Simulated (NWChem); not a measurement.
System: C4NiO4; SMILES [O+]#[C-]->[Ni](<-[C-]#[O+])(<-[C-]#[O+])<-[C-]#[O+]

```xyz
9

Ni     0.0000     0.0000     0.0000
O      2.3667    -0.4533     1.7034
C      1.4541    -0.2786     1.0467
O     -2.3667     0.4533     1.7034
C     -1.4541     0.2786     1.0467
O     -0.4533    -2.3667    -1.7034
C     -0.2786    -1.4541    -1.0467
O      0.4533     2.3667    -1.7034
C      0.2786     1.4541    -1.0467
```
Atoms are numbered in this order, from 1.

Computed with NWChem. Pople sets run with spherical d functions. STO-3G and 3-21G are far too small for this property and stand as cheap habits. The geometry was optimised at PBE0/def2-SVP. No frequency run checked for a minimum. GIAO values for the isolated, static molecule; σ is the absolute isotropic shielding, δ = σ(reference) − σ with the isolated reference molecule computed at the same levels (13C: tetramethylsilane, 17O: water).

```json
[
 {"level": "PBE0/pcSseg-1", "σ Ni1 (ppm)": "-1656.8", "δ O2 (ppm)": "414.7", "δ C3 (ppm)": "206.8"},
 {"level": "B3LYP/6-31G*", "σ Ni1 (ppm)": "-1553.7", "δ O2 (ppm)": "366.7", "δ C3 (ppm)": "186.2"},
 {"level": "Hartree-Fock/STO-3G", "σ Ni1 (ppm)": "-4832.1", "δ O2 (ppm)": "75.8", "δ C3 (ppm)": "114.2"},
 {"level": "BHandHLYP/pcSseg-1", "σ Ni1 (ppm)": "-2044.2", "δ O2 (ppm)": "423.8", "δ C3 (ppm)": "215.6"}
]
```
